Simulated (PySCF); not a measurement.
PySCF input file for Al(H)2(NEtMe) (C3H10AlN), SMILES CC[N](C)[AlH2], HF/pcSseg-1. Geometry: B3LYP-D3(BJ)/def2-SVP. Other conformers were not sampled.

```python
import numpy as np
from pyscf import gto, scf, dft
from pyscf.prop.nmr import rhf as nmr

mol = gto.M(
    atom='''
    Al   -0.01875391   -1.53075703   -1.00001787
    H    -1.16415219   -2.48374564   -0.46598205
    H     1.06035628   -1.92784505   -2.08787725
    N     0.05483299    0.12545779   -0.32852280
    C     1.04145859    1.10842171   -0.74322212
    C    -0.87937622    0.60884919    0.68274883
    C    -0.26440062    0.81969211    2.06918560
    H     1.71531307    1.41371512    0.07934520
    H     0.55872673    2.03026889   -1.12506204
    H     1.67429535    0.70508990   -1.54898723
    H    -1.33504645    1.56049457    0.33974898
    H    -1.70792970   -0.11433612    0.76875575
    H     0.53675846    1.57502562    2.05449889
    H    -1.02943694    1.16282326    2.78426257
    H     0.16499482   -0.12163162    2.44891518
    ''',
    basis='pcSseg-1',
    charge=0,
    spin=0,
    max_memory=1600,
    verbose=3,
)
mf = scf.RHF(mol)
mf.conv_tol = 1e-10
mf.max_cycle = 100
mf.kernel()
n = nmr.NMR(mf)
n.verbose = 2
n.max_cycle_cphf = 60
sigma = n.kernel()
print('atom   isotropic/ppm   span/ppm')
for i, s in enumerate(sigma):
    w = np.linalg.eigvalsh((s + s.T) / 2)
    print(f'{mol.atom_symbol(i):2s}{i + 1:3d} {w.mean():14.3f} {w[2] - w[0]:11.3f}')
```

Program output:

```
converged SCF energy = -415.754618033847
atom   isotropic/ppm   span/ppm
Al  1        402.146      31.600
H   2         27.587       7.865
H   3         27.563       8.008
N   4        197.592     144.807
C   5        156.269      54.895
C   6        146.818      48.876
C   7        172.403      40.428
H   8         29.045      11.448
H   9         29.574      11.264
H  10         28.665      10.976
H  11         29.333      10.719
H  12         28.632      10.965
H  13         29.969       9.819
H  14         30.758      11.445
H  15         30.979       9.597
```

The run converged.
